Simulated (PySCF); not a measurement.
B3LYP has the VWN-RPA correlation part, as in Gaussian. 

# Cl3Si, SMILES `Cl[Si](Cl)Cl` (charge 0, multiplicity 2)

Method: B3LYP-D3(BJ)/def2-TZVP (PySCF).

The highest occupied spin orbital comes out as -6.86 eV, the dipole moment is 0.63 D and the total energy comes out as -1670.3241 Ha. The cost comes out as very roughly 100 core-seconds.

Bonds (Å): Cl1–Si2 2.058, Si2–Cl3 2.058, Si2–Cl4 2.058. Bond angles (°): Cl1–Si2–Cl3 109.4, Cl1–Si2–Cl4 109.4, Cl3–Si2–Cl4 109.4.
Charge 0, spin multiplicity 2.
